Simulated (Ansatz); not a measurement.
Two structures of SiHF3, singlet, reached by relaxing down either side of one saddle point (PBE0-D4/def2-TZVP). Energies are electronic, without zero-point energy. Program: Ansatz 0.2.0. Basis: def2-TZVPP and def2-QZVPP. Cores are frozen in the correlated methods. Extrapolation: Hartree–Fock as exp(−7.88 √X), correlation as X^−2.97. First:

Si1  (-0.957, -0.329, 0.756)
F2  (-0.038, -1.392, -0.055)
H3  (0.708, 0.382, -1.348)
F4  (0.155, 0.277, 1.742)
F5  (0.132, 1.062, -1.094)
(Å)

Second:

Si1  (-1.032, 0.355, 0.637)
F2  (0.395, -1.318, -0.672)
H3  (0.821, -0.657, -1.163)
F4  (0.150, 0.373, 1.723)
F5  (-0.334, 1.247, -0.525)
(Å)

(1) Which bonds change from the first to the second?

(2) Give the saddle point's structure and its height above each. (Judge from chemistry; the value comes from the calculation.)

The search had been set up for a 1,1-elimination (forming F2–H3, breaking Si1–F2, Si1–H3); from that guess it ended on this step instead.

The T1 diagnostic stays at or below 0.014.

Answers

(1) SiF₂ + HF → SiF₂ + HF; bonds formed: Si1–F5, F2–H3; bonds broken: Si1–F2, H3–F5.

(2) The calculation gives: 62.3 kJ/mol above the first and 62.3 kJ/mol above the second (CCSD(T) at an estimated basis limit (MP2 extrapolated from triple and quadruple zeta, plus CCSD(T) − MP2 in triple zeta)).
Si1  (-0.891, -0.011, 0.516)
F2  (0.257, -1.146, -0.438)
H3  (0.435, -0.114, -0.927)
F4  (0.183, 0.315, 1.659)
F5  (0.016, 0.956, -0.810)
(Å)

For scale, one of the runs: CCSD(T)/def2-TZVPP, 149 basis functions, launched by `ansatz run in.yaml --threads 2 --pin off --events-out ev --progress --plain --max-ram 4352MiB`. Hardware: 2 CPU threads of an Arm Neoverse V2, shared host. Wall time 26 s; peak host memory 1 GiB.
